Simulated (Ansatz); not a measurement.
BrFGaHO, SMILES `[OH][Ga]([F])[Br]` from Hartree–Fock to CCSD(T)

```xyz
5

O    -0.957    0.736    0.735
Ga    0.296   -0.315    0.078
F     1.067   -1.396    1.193
Br    0.946   -0.338   -2.084
H    -1.351    1.314    0.077
```

Charge 0, multiplicity 1. Correlated methods include outer-core shells of Br, Ga, which these sets cover unevenly. Scalar relativity is left out up to krypton. All single points use the PBE0-D4/def2-TZVP geometry. It is one conformer, not always the lowest. Frozen core, restricted reference, Ansatz.

```
     basis      HF (Eh)  MP2 corr.
  def2-SVP  -4669.97925   -0.81161
def2-TZVPP  -4670.77135   -0.98365
def2-QZVPP  -4670.86981   -1.59200
```

Q: Estimate the CCSD correlation energy and the (T) correction in each basis where they were run (hartree).

A: 
```csv
basis,CCSD corr.,(T)
def2-SVP,-0.80572,-0.01878
def2-TZVPP,-0.98001,-0.03471
```
